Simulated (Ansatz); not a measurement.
Energy needed to pull apart CH$_{3}$BFN (SMILES N=CBF), closed shell, into free ground-state atoms, from the structure below (displaced at random from a GFN2-xTB minimum); no zero-point or spin–orbit terms; open-shell atoms are treated unrestricted, in their ground-state multiplicity.

```
7
angstrom
N 0.4381 1.0711 -1.1209
C -0.0633 0.6965 -0.0095
B -0.2352 -0.7495 0.6013
F 0.3073 -1.8100 -0.1286
H 0.8150 0.3058 -1.6444
H -0.5520 1.6309 0.5909
H -0.7991 -1.0205 1.6000
```

Computed with Ansatz 0.2.0 (basis: def2-TZVPP); correlated methods freeze the cores.

```tsv
method	atomization energy (kJ/mol)
PBE-D4	?
r2SCAN-D4	2781
B97M-V	2780
PBE0-D4	?
LC-wPBE	2776
wB97M-V	2791
HF	1970
MP2	2764
CCSD	2639
CCSD(T)	2691
```

Q: What does PBE0-D4 give? (To be estimated.)

A: By the calculation: 2787 kJ/mol, which is about 96 kJ/mol more than CCSD(T)/def2-TZVPP.

Q: What does PBE-D4 give? (An estimate is asked for; the value comes from the calculation.)

A: By the calculation: 2877 kJ/mol, which is about 186 kJ/mol more than CCSD(T)/def2-TZVPP.

In triple zeta the MP2 and coupled-cluster atomization energies are still short of their basis limit by a few kcal/mol a bond, whereas those of the functionals are nearly converged, so these differences are not deviations from converged CCSD(T).

T1 diagnostic: at most 0.015. The restricted Hartree–Fock reference is unstable towards an unrestricted one here.

For scale, one of the runs: CCSD(T)/def2-TZVPP forces, 166 basis functions (an equivalent command: `ansatz run in.yaml --threads 4`). Time: 100 s of wall clock on 4 CPU threads; the host was shared. Peak host memory: 2.7 GiB.
